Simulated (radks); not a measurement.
Results of a calculation; reference values are marked as such.
Q: Isoelectronic series with 5 electrons, all held in the configuration [He] 2s2 2p1, which need not be the ground one along the series. Level of theory: non-relativistic Kohn-Sham, PBE, spin-unpolarised, spherical densities, point nucleus (a radial shooting solver on a logarithmic mesh with Libxc functionals). Total energies (hartree) and orbital eigenvalues (eV):

ion    E (hartree)         2p         2s         1s
B        -24.59558    -3.6087    -9.4387  -180.5374
C+       -37.34893   -17.0082   -25.7445  -288.2724
N2+      -52.86079   -37.5146   -49.1251  -423.6211
O3+      -71.12679   -64.9562   -79.4168  -586.3632
F4+      -92.14516   -99.2740  -116.5677  -776.4195
Ne5+    -115.91502  -140.4403  -160.5544  -993.7516
Mg7+    -171.70745  -243.2637  -268.9921  -1510.167
Al8+    -203.72952  -304.9060  -333.4320  -1809.229
Si9+    -238.50199  -373.3628  -404.6819  -2135.520
P10+    -276.02475  -448.6316  -482.7398  -2489.035
S11+    -316.29775  -530.7104  -567.6047  -2869.772
Cl12+   -359.32094  -619.5978  -659.2756  -3277.729
K14+    -453.61775  -817.7945  -863.0328  -4175.296
Ca15+   -504.89132  -927.1022  -975.1183  -4664.904
Sc16+   -558.91499  -1043.216  -1094.008  -5181.728
Ti17+   -615.68873  -1166.134  -1219.702  -5725.766
V18+    -675.21254  -1295.857  -1352.199  -6297.019
Cr19+   -737.48640  -1432.385  -1491.500  -6895.485

Estimate the row of Ar13+.

A: E (hartree) -405.09428; 2p -715.2928; 2s -757.7517; 1s -3712.904.
